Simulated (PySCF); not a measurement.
Two species compared at the same levels of theory.

First species: Al(CO)H3, CH3AlO.
Geometry (PBE0-D3(BJ)/def2-SVP, Å), atoms numbered from 1 in this order:
```
atom  x, y, z in Å
Al1   -0.1366   -0.2294   -0.7890
C2     0.2143    0.3694    1.2513
O3     0.4014    0.6736    2.3169
H4     1.3930   -0.5756   -1.0985
H5    -0.7295    1.1770   -1.2629
H6    -1.1427   -1.4150   -0.4178
```

Second species: C4H9BN2.
Structure used (PBE0-D3(BJ)/def2-SVP), in Å, numbered top down from 1:
```xyz
16
C4H9BN2 angstrom
C      3.1199   -0.4350   -0.0121
C      1.7283   -0.0932   -0.2527
C      0.5605    0.1917   -0.4542
B     -0.9200    0.5520   -0.7249
N     -1.2974    0.9057   -2.0446
N     -1.8581    0.5260    0.3369
C     -1.6046    0.1707    1.7053
H      3.6601    0.4047    0.4537
H      3.6391   -0.6863   -0.9505
H      3.2072   -1.3019    0.6620
H     -0.6300    0.9191   -2.8005
H     -2.2365    1.1566   -2.3181
H     -2.8243    0.7526    0.1359
H     -1.8965    0.9715    2.4086
H     -0.5290   -0.0102    1.8386
H     -2.1355   -0.7494    2.0129
```

Levels: wB97X-D/def2-SVPD for dipole moment, HOMO energy, LUMO energy, HOMO–LUMO gap, static isotropic polarisability and electronic spatial extent ⟨r²⟩ about the centre of nuclear charge; TDDFT wB97X-D/def2-SVPD for lowest singlet excitation; TDA wB97X-D/def2-SVPD for lowest triplet excitation (Tamm–Dancoff). Geometries: PBE0-D3(BJ)/def2-SVP. Each species is one conformer at its optimised geometry, gas phase, non-relativistic unless stated. Electronic properties by PySCF.

Dipoles, sizes and rotational constants follow the conformer. The torsions of the flexible species, by atom-mapped SMILES:
- `[CH3:1][C:2]#[C:3][B:4]([NH2:5])[NH:6][CH3:7]`: C3–B4–N6–C7 -1°, H–N5–B4–C3 1°, H–N5–B4–C3 180°

| property | column X | column Y |
| --- | --- | --- |
| dipole moment | 2.07 D | 0.37 D |
| HOMO energy | -10.19 eV | -8.36 eV |
| LUMO energy | -0.49 eV | 1.88 eV |
| HOMO–LUMO gap | 9.70 eV | 10.24 eV |
| lowest singlet excitation | 5.19 eV | 5.80 eV |
| lowest triplet excitation (Tamm–Dancoff) | 4.90 eV | 4.94 eV |
| static isotropic polarisability | 49.2 au | 81.1 au |
| electronic spatial extent ⟨r²⟩ about the centre of nuclear charge | 317 bohr² | 1103 bohr² |

(1) Which column belongs to which species?

(2) How does each property change from the first species to the second?

Results:

(1) Column X is the first species and column Y the second. The first has 6 atoms and 30 electrons, the second 16 and 52.

(2) dipole moment -1.70 D; HOMO energy +1.83 eV; LUMO energy +2.37 eV; HOMO–LUMO gap +0.54 eV; lowest singlet excitation +0.61 eV; lowest triplet excitation (Tamm–Dancoff) +0.04 eV; static isotropic polarisability +31.9 au; electronic spatial extent ⟨r²⟩ about the centre of nuclear charge +786 bohr².

On the first: No computed singlet falls in the visible range (750 to 380 nm, 1.65 to 3.26 eV); S1 lies 1.93 eV above its blue end. In wavenumbers S1 is 41800 cm⁻¹ (1 eV = 8065.54 cm⁻¹).

On the second: The polarisability is 12.02 Å³ as a volume (1 au = 0.148185 Å³), or 1.56 au for each of the 52 electrons. No computed singlet falls in the visible range (750 to 380 nm, 1.65 to 3.26 eV); S1 lies 2.54 eV above its blue end.
